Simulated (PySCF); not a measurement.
# `FC(F)C[SiH2]O[C@]12C[C@H]1C2`: 4 charge schemes on one density

C6H10F2OSi.
Atom-mapped SMILES: `[F:1][CH:2]([F:3])[CH2:4][SiH2:5][O:6][C@:7]12[CH2:8][C@H:9]1[CH2:10]2` (hydrogens: H11 on C2; H12, H13 on C4; H14, H15 on Si5; H16, H17 on C8; H18 on C9; H19, H20 on C10)

Structure used (GFN2-xTB), in Å, numbered top down from 1:
```xyz
20
C6H10F2OSi angstrom
F      3.435   -1.782   -0.344
C      3.462   -0.425   -0.429
F      4.698   -0.062    0.006
C      2.374    0.197    0.395
Si     0.702   -0.530   -0.120
O     -0.322    0.432    0.692
C     -1.673    0.418    0.704
C     -2.654   -0.703    0.789
C     -2.731    0.286   -0.338
C     -2.651    1.527    0.507
H      3.405   -0.169   -1.497
H      2.415    1.276    0.261
H      2.581   -0.012    1.445
H      0.575   -1.931    0.278
H      0.506   -0.415   -1.570
H     -3.415   -0.685    1.563
H     -2.285   -1.694    0.558
H     -2.731    0.150   -1.396
H     -2.288    2.430    0.035
H     -3.410    1.701    1.263
```

Density: PBE0/pcSseg-1 (PySCF); schemes: Mulliken, IAO, Hirshfeld and ESP-fitted. The structure is a single GFN2-xTB conformer in the gas phase; no vibrational or solvent corrections.

Q: Atoms with like bonding are taken together and averaged. Do the Mulliken, IAO, Hirshfeld and ESP-fitted schemes agree on where the charge is highest?

A: All schemes agree: Mulliken Si5 (+0.822); IAO Si5 (+1.017); Hirshfeld Si5 (+0.403); ESP-fitted Si5 (+0.700).

Q: For which atoms does the sign change between the 4 schemes (beyond +0.03 e in one, beyond −0.03 e in another)?

A: For none.

Q: Do the Mulliken, IAO, Hirshfeld and ESP-fitted schemes agree on where the charge is lowest?

A: The schemes don't all agree: Mulliken O6 (-0.593); IAO O6 (-0.592); Hirshfeld O6 (-0.204); ESP-fitted C8/C10 (-0.516).

Q: What partial charge does each atom carry?

A: In e; atoms taken as equivalent share a row and are averaged (×n: the atom named and its like, n in all):

```tsv
atom	environment	Mulliken	IAO	Hirshfeld	ESP-fitted
F1/F3	fluorine of a CF2 group	-0.307	-0.310	-0.109	-0.268
C2	CHF2 carbon	+0.487	+0.451	+0.145	+0.560
C4	sp3 carbon bound to silicon	-0.563	-0.590	-0.178	-0.514
Si5	oxygen-bound silicon	+0.822	+1.017	+0.403	+0.700
O6	silyl ether oxygen	-0.593	-0.592	-0.204	-0.461
C7	sp3 carbon bound to oxygen	+0.114	+0.201	+0.069	+0.411
C8/C10	three-membered-ring carbon	-0.128	-0.284	-0.084	-0.516
C9	sp3 carbon at a ring junction	-0.211	-0.198	-0.070	-0.030
H11	methine hydrogen	+0.090	+0.136	+0.045	+0.016
H12/H13	methylene hydrogen	+0.163	+0.173	+0.055	+0.161
H14/H15	Si–H hydrogen	-0.101	-0.150	-0.081	-0.141
H16/H20	methylene hydrogen	+0.121	+0.132	+0.038	+0.170
H17/H19	methylene hydrogen	+0.128	+0.144	+0.048	+0.196
H18	methine hydrogen	+0.102	+0.163	+0.058	+0.115
```

Mean size of the charges over all atoms: IAO 0.287 e, ESP-fitted 0.286 e, Mulliken 0.244 e, Hirshfeld 0.100 e. Each set sums to the total charge, 0, to within 0.001 e. The ESP scheme is a least-squares fit of atom-centred charges to the potential on four shells outside the van der Waals surface, with the total charge fixed. The Mulliken scheme counts on each atom the diagonal of the density matrix times the overlap matrix over that atom's basis functions.

Some averages cover members that differ in this geometry: C8/C10, Mulliken -0.143 to -0.113; H12/H13, ESP-fitted +0.147 to +0.174; H14/H15, Mulliken -0.114 to -0.089 e.

Q: How many electrons does the Mulliken scheme count on C2?

A: Z − q = 6 − (+0.487) = 5.513.

Q: How closely do the schemes follow one another over all atoms?

A: Correlation coefficient and root-mean-square difference: IAO with Hirshfeld 0.99, 0.232 e; Mulliken with IAO 0.98, 0.073 e; Mulliken with Hirshfeld 0.97, 0.194 e; IAO with ESP-fitted 0.93, 0.131 e; Hirshfeld with ESP-fitted 0.90, 0.234 e; Mulliken with ESP-fitted 0.89, 0.156 e.
